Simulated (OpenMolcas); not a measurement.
Ru4+: moving or changing the point charges

Ru4+ among 6 point charges of -1.5 e arranged as a tetragonal octahedron (D4h), 1.85 Å from the ion, with the axial distance 2.072 Å.

| Quantity | Value |
| --- | --- |
| Program | OpenMolcas |
| Method | SS-CASPT2, IPEA 0.25 Eh, imaginary shift 0.1 Eh (closed shells correlated: 4s 4p) |
| Basis | ANO-RCC-VDZP [6s5p3d1f] |
| Scalar Hamiltonian | DKH2, point nucleus |
| Active space | 4 electrons in 5 orbitals (4d) |
| State averaging | 2S+1 = 5 even, 5 roots; 2S+1 = 3 even, 45 roots; 2S+1 = 1 even, 50 roots |
| Spin-orbit coupling | state interaction with AMFI integrals over the reference wave functions |

Runs around this geometry, states (labels of D4, the rotations of D4h). Energies in cm-1 above the lowest state or level, χT in cm3 K/mol.

| R (Å) | q (e) | Axial / equatorial distance | Ground state | First state of that spin | First gap with spin-orbit (degeneracies) | χT at 300 K | First state of another spin |
| --- | --- | --- | --- | --- | --- | --- | --- |
| 1.85 | -1.5 | 1.03 | 5B1 | 5A1 1740 | 43 (1, 1) | 2.289 | 3E 13660 |
| 1.85 | -0.98 | 1.12 | 5B1 | 5A1 3920 | 29 (1, 1) | 2.043 | 3E 17620 |
| 1.74 | -1.5 | 1.12 | 5B1 | 5A1 7180 | 16 (1, 1) | 2.496 | 3E 14110 |
| 1.85 | -1.5 | 1.12 | 5B1 | 5A1 5980 | 18 (1, 1) | 2.353 | 3E 15960 |
| 1.97 | -1.5 | 1.12 | 5B1 | 5A1 4940 | 23 (1, 1) | 2.152 | 3E 17310 |

Taking the first state of the same spin as R^-n, n = -ln(4940 / 7180) / ln(1.97 / 1.74) = 3.0 between the shortest and longest distance.

Scaling the charges by -0.98 / -1.5 = 0.65 scales the first state of the same spin by 3920 / 5980 = 0.66; with fixed orbitals a first-order splitting would follow the charge.

Point charges give a weaker field than real ligands, and real ions of this kind are as a rule low spin; the high spin found here belongs to the model. Free-ion shares, where given, are those of the reference states; single-state CASPT2 does not remix them. This shell can be high or low spin here, a state of another spin lies low, and with metal d orbitals alone active their balance is uncertain, so the ground spin may be wrong (holds for R = 1.85, q = -1.5, ratio = 1.03; R = 1.74, q = -1.5, ratio = 1.12). Point charges carry no covalency, so the field is a model and not that of real ligands. No measured value stands beside these numbers.
